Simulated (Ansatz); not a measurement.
Harmonic vibrations of CdH2OS, SMILES `[OH][Cd][SH]` by finite differences.

```yaml
crystal:
  periodic: [false, false, false]
  atoms:
    - {symbol: O, position_ang: [-0.572860, -1.675390, 1.072479]}
    - {symbol: Cd, position_ang: [-0.225291, 0.044655, 0.181913]}
    - {symbol: S, position_ang: [0.190926, 2.131802, -0.737219]}
    - {symbol: H, position_ang: [-0.875575, -2.357511, 0.468933]}
    - {symbol: H, position_ang: [1.482800, 1.856443, -0.986106]}
basis:
  gaussian: {orbitals: def2-TZVP}
hamiltonian: {xc: pbe0, dispersion: d4}
phonons: {temperatures: {t_min: 298.15, t_max: 900, t_step: 200}}
```

```sh
$ ansatz run in.yaml --threads 4 --pin off --events-out ev --progress --plain --max-ram 10444MiB
```

It prints (some lines left out):

```
Functional definition: PBE0
mean field -17476.15297524 eV, -642.2367760783 hartree, gradient 2.4e-5 eV, S^2 0.000000; 0 other end points of the search recorded, 0 dependent functions left out
mean field -17476.15295159 eV, -642.2367752091 hartree, gradient 1.6e-6 eV, S^2 0.000000; 0 other end points of the search recorded, 0 dependent functions left out
mean field -17476.15295976 eV, -642.2367755094 hartree, gradient 1.6e-6 eV, S^2 0.000000; 0 other end points of the search recorded, 0 dependent functions left out
mean field -17476.15282684 eV, -642.2367706245 hartree, gradient 1.6e-6 eV, S^2 0.000000; 0 other end points of the search recorded, 0 dependent functions left out
mean field -17476.15286448 eV, -642.2367720079 hartree, gradient 1.6e-6 eV, S^2 0.000000; 0 other end points of the search recorded, 0 dependent functions left out
mean field -17476.15290362 eV, -642.2367734462 hartree, gradient 1.6e-6 eV, S^2 0.000000; 0 other end points of the search recorded, 0 dependent functions left out
mean field -17476.15288794 eV, -642.2367728699 hartree, gradient 1.6e-6 eV, S^2 0.000000; 0 other end points of the search recorded, 0 dependent functions left out
mean field -17476.15296025 eV, -642.2367755273 hartree, gradient 1.6e-6 eV, S^2 0.000000; 0 other end points of the search recorded, 0 dependent functions left out
mean field -17476.15296836 eV, -642.2367758252 hartree, gradient 1.6e-6 eV, S^2 0.000000; 0 other end points of the search recorded, 0 dependent functions left out
mean field -17476.15288705 eV, -642.2367728372 hartree, gradient 1.6e-6 eV, S^2 0.000000; 0 other end points of the search recorded, 0 dependent functions left out
mean field -17476.15290164 eV, -642.2367733734 hartree, gradient 1.6e-6 eV, S^2 0.000000; 0 other end points of the search recorded, 0 dependent functions left out
mean field -17476.15295598 eV, -642.2367753705 hartree, gradient 1.6e-6 eV, S^2 0.000000; 0 other end points of the search recorded, 0 dependent functions left out
mean field -17476.15294847 eV, -642.2367750944 hartree, gradient 1.6e-6 eV, S^2 0.000000; 0 other end points of the search recorded, 0 dependent functions left out
mean field -17476.15290535 eV, -642.2367735097 hartree, gradient 1.6e-6 eV, S^2 0.000000; 0 other end points of the search recorded, 0 dependent functions left out
mean field -17476.15288747 eV, -642.2367728527 hartree, gradient 1.6e-6 eV, S^2 0.000000; 0 other end points of the search recorded, 0 dependent functions left out
mean field -17476.15295994 eV, -642.2367755159 hartree, gradient 1.6e-6 eV, S^2 0.000000; 0 other end points of the search recorded, 0 dependent functions left out
mean field -17476.15291443 eV, -642.2367738432 hartree, gradient 1.6e-6 eV, S^2 0.000000; 0 other end points of the search recorded, 0 dependent functions left out
mean field -17476.15295377 eV, -642.2367752891 hartree, gradient 1.6e-6 eV, S^2 0.000000; 0 other end points of the search recorded, 0 dependent functions left out
mean field -17476.15297680 eV, -642.2367761356 hartree, gradient 1.6e-6 eV, S^2 0.000000; 0 other end points of the search recorded, 0 dependent functions left out
mean field -17476.15295813 eV, -642.2367754492 hartree, gradient 1.6e-6 eV, S^2 0.000000; 0 other end points of the search recorded, 0 dependent functions left out
mean field -17476.15295895 eV, -642.2367754796 hartree, gradient 1.6e-6 eV, S^2 0.000000; 0 other end points of the search recorded, 0 dependent functions left out
mean field -17476.15288444 eV, -642.2367727413 hartree, gradient 1.6e-6 eV, S^2 0.000000; 0 other end points of the search recorded, 0 dependent functions left out
mean field -17476.15288833 eV, -642.2367728843 hartree, gradient 1.6e-6 eV, S^2 0.000000; 0 other end points of the search recorded, 0 dependent functions left out
mean field -17476.15291045 eV, -642.2367736971 hartree, gradient 1.6e-6 eV, S^2 0.000000; 0 other end points of the search recorded, 0 dependent functions left out
mean field -17476.15290732 eV, -642.2367735823 hartree, gradient 1.6e-6 eV, S^2 0.000000; 0 other end points of the search recorded, 0 dependent functions left out
mean field -17476.15289857 eV, -642.2367732607 hartree, gradient 1.6e-6 eV, S^2 0.000000; 0 other end points of the search recorded, 0 dependent functions left out
mean field -17476.15289935 eV, -642.2367732892 hartree, gradient 1.6e-6 eV, S^2 0.000000; 0 other end points of the search recorded, 0 dependent functions left out
mean field -17476.15297336 eV, -642.2367760090 hartree, gradient 1.6e-6 eV, S^2 0.000000; 0 other end points of the search recorded, 0 dependent functions left out
mean field -17476.15296276 eV, -642.2367756195 hartree, gradient 1.6e-6 eV, S^2 0.000000; 0 other end points of the search recorded, 0 dependent functions left out
mean field -17476.15296986 eV, -642.2367758803 hartree, gradient 1.6e-6 eV, S^2 0.000000; 0 other end points of the search recorded, 0 dependent functions left out
mean field -17476.15297315 eV, -642.2367760012 hartree, gradient 1.6e-6 eV, S^2 0.000000; 0 other end points of the search recorded, 0 dependent functions left out
Total energy: -17476.22634461 eV, -642.2394723527 hartree
Atom 0 at    -0.572860    -1.675390     1.072479 Å, force     0.000178     0.000673    -0.000411 eV/Å
Atom 1 at    -0.225291     0.044655     0.181913 Å, force    -0.000626    -0.002943     0.001266 eV/Å
Atom 2 at     0.190926     2.131802    -0.737219 Å, force     0.000589     0.002212    -0.000987 eV/Å
Atom 3 at    -0.875575    -2.357511     0.468933 Å, force    -0.000063    -0.000063     0.000114 eV/Å
Atom 4 at     1.482800     1.856443    -0.986106 Å, force    -0.000078     0.000120     0.000019 eV/Å
Dipole moment:     0.071667    -0.149514    -0.285154 e Å
Vibrations: 111.27 116.05 146.23 351.26 595.59 663.76 783.28 2706.17 3891.16 cm⁻¹, zero-point energy 0.580540 eV
```

It took 15 s on 4 threads of an Intel Xeon 6975P-C on a shared host, with 0.32 GiB of host memory at the peak.
